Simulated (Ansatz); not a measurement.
MI2 with several metals: binding per atom (eV) at several levels, gas phase, relaxed structures; Ansatz. Core potentials for I in the def2 sets, no spin–orbit coupling. Binding counts from free atoms in the multiplicity of their measured ground term, without zero-point energy. Singlets are spin-restricted. The structures are stationary points that may keep the symmetry of their start. Correlated methods freeze inner cores and use unrestricted references for open shells. Remarks come from the PBE and PBE0 runs and from stability tests at other levels; not every state was tested. HOMO above LUMO (over both spins in singlets and doublets, within one spin in higher multiplets; at PBE or PBE0), or a gap under 0.15 eV within one spin, warns that the state may not be the lowest or that an electron is smeared out.

| species | state | geometry | revPBE-D4/def2-TZVP | PBE0-D4/def2-SVP | PBE0-D4/def2-TZVP | RPA@PBE/def2-TZVP | CCSD(T)/def2-SVP | remarks |
| --- | --- | --- | --- | --- | --- | --- | --- | --- |
| CrI2 | quintet | PBE0-D4/def2-TZVP | 1.83 | 1.80 | 1.80 | 1.59 | 1.69 | HOMO above LUMO, gap within one spin near zero, spin-contaminated (⟨S²⟩ up to 6.20) |
| MnI2 | sextet | B3LYP-D4/def2-TZVP | 2.15 | 2.11 | 2.13 | 1.58 | 1.81 | – |
| FeI2 | quintet | PBE0-D4/def2-TZVP | 2.10 | 2.13 | 2.16 | 1.73 | 1.82 | – |

Estimate the column for PBE-QIDH/def2-TZVP.

CrI2 1.76; MnI2 2.10; FeI2 2.11.
